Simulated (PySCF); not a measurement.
**Working with the constants of GdS**

ROHF constants of GdS, nonet, about 7.0 electrons in the 4f shell (Mulliken) (PySCF, spin-free X2C with a Gaussian nucleus, basis sets Gd x2c-SVPall, S x2c-SVPall; masses 157.9241 and 31.9721 u):

- ωe: 481.5 cm⁻¹
- ωexe: 0.773 cm⁻¹
- Be: 0.11679 cm⁻¹
- αe: 0.000279 cm⁻¹
- D (centrifugal): 2.75e-08 cm⁻¹

(1) Give the vibrational terms G(v) and spacings up to v = 6.

Spin–orbit coupling is left out, which matters for elements this heavy, above all for dissociation energies. Hartree–Fock leaves out correlation, which carries a large part of most bond energies and some tenths to 1 eV of ionisation energies. With d or f electrons several states lie close, and the lowest PBE0 determinant need not be the measured ground state.

Answers

(1) G(v) = ωe(v+½) − ωexe(v+½)².

| v | G(v) (cm⁻¹) | G(v) − G(v−1) | Bv (cm⁻¹) |
| --- | --- | --- | --- |
| 0 | 240.6 |  | 0.1167 |
| 1 | 720.5 | 480.0 | 0.1164 |
| 2 | 1198.9 | 478.4 | 0.1161 |
| 3 | 1675.8 | 476.9 | 0.1158 |
| 4 | 2151.1 | 475.3 | 0.1155 |
| 5 | 2624.9 | 473.8 | 0.1153 |
| 6 | 3097.1 | 472.2 | 0.1150 |
